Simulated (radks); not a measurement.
Results of a calculation; reference values are marked as such.
The iron ion Fe+, configuration [Ar] 3d6 4s1. Level of theory: non-relativistic Kohn-Sham, BLYP, spin-unpolarised, spherical densities, point nucleus (a radial shooting solver on a logarithmic mesh with Libxc functionals). Some entries of the table are withheld. Estimate them.

orbital,occ.,eigenvalue (eV),r(max) (bohr)
1s,2,-6944.035,0.03895
2s,2,(1),(2)
2p,6,(3),0.1809
3s,2,-100.1815,0.7078
3p,6,-67.9657,0.7155
3d,6,-16.1266,0.7075
4s,1,-12.2414,2.304

Answer. 
(1) 2s eigenvalue (eV): -814.7361
(2) 2s r(max) (bohr): 0.2252
(3) 2p eigenvalue (eV): -704.4699
